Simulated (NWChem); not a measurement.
# C3H7NO; SMILES C/N=C\CO

```xyz
12

C     -0.5302     2.0197     0.1208
N      0.7001     1.2937    -0.0306
C      0.7134     0.0333    -0.1397
C     -0.4307    -0.9565    -0.1305
O      0.0113    -2.2606     0.1200
H     -0.7058     2.6116    -0.7934
H     -1.4382     1.4171     0.3102
H     -0.4199     2.7516     0.9370
H      1.6957    -0.4539    -0.2825
H     -1.2241    -0.6393     0.5748
H     -0.8987    -0.9689    -1.1306
H      0.3979    -2.2815     1.0016
```
Atoms are numbered in this order, from 1.

Results from NWChem. Pople sets run with spherical d functions. All runs use the structure optimised with PBE0/def2-SVP. Atomic charges in e: unrestrained fits to the electrostatic potential beside Mulliken populations; buried atoms are poorly determined by the fit.

Estimate the computed values for Hartree-Fock/6-31G*. Quantities: ESP C1; Mulliken C1; ESP N2; Mulliken N2; ESP C3; Mulliken C3; ESP C4; Mulliken C4; ESP O5; Mulliken O5; relative RMS misfit of the potential (%).


* **ESP C1**: 0.41
* **Mulliken C1**: -0.33
* **ESP N2**: -0.62
* **Mulliken N2**: -0.44
* **ESP C3**: 0.23
* **Mulliken C3**: 0.03
* **ESP C4**: 0.42
* **Mulliken C4**: -0.03
* **ESP O5**: -0.71
* **Mulliken O5**: -0.77
* **relative RMS misfit of the potential (%)**: 27
